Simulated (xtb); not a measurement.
BiH₂Br, SMILES [BiH2][Br]. All values are semi-empirical tight-binding results from xtb (GFN2-xTB unless named), good for trends rather than for accurate numbers. Geometry optimised at GFN2-xTB.

For metal compounds this method's bond lengths and energies can be far off.

Computed properties:
The point group as xtb finds it is Cs and the orbital gap is 5.57 eV. The zero-point energy is 8.2 kcal/mol and the G − E(el) at 298.15 K (modified RRHO) comes out as -10.1 kcal/mol.
